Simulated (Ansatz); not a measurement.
Basis sets compared for Al4P3⁺ (the lowest singlet isomer of a short search). The state is a singlet with charge 1. Geometry PBE-D4/def2-SVP. Ansatz on 4 threads of Arm Neoverse V2 on a shared host; times are rough, and most runs start from earlier orbitals.

```xyz
7

Al   -0.9486   -1.5189    1.4581
Al    0.8866    0.0022    2.8994
Al    0.2512    1.7794   -1.4503
Al    0.6113   -0.5616   -2.9162
P    -1.1795   -0.4611   -0.7404
P     0.9531   -0.3559   -0.0105
P    -0.5741    1.1160    0.7598
```

The restricted singlet is unstable towards broken spin symmetry in Hartree–Fock (as tested in another run); at PBE-D4/def2-SVP, PBE-D4/def2-TZVP, PBE0-D4/def2-SVP, PBE0-D4/def2-TZVP this wasn't settled. The structure comes from a short search, and lower isomers may exist.

```csv
level,functions,energy (Eh),HOMO (eV),LUMO (eV),wall time
PBE-D4/def2-SVP,126,-1992.0191,-9.30,-7.37,1.6 s
PBE0-D4/def2-SVP,126,-1992.1730,-10.01,-6.78,2.2 s
```

**Question.** Estimate the rows for PBE-D4/def2-TZVP (with forces), PBE0-D4/def2-TZVP.

**Answer.** 
```
                         level  functions  energy (Eh)  HOMO (eV)  LUMO (eV)  wall time
PBE-D4/def2-TZVP (with forces)        259   -1992.7248      -9.21      -7.32      4.5 s
             PBE0-D4/def2-TZVP        259   -1992.8717      -9.92      -6.72      8.5 s
```
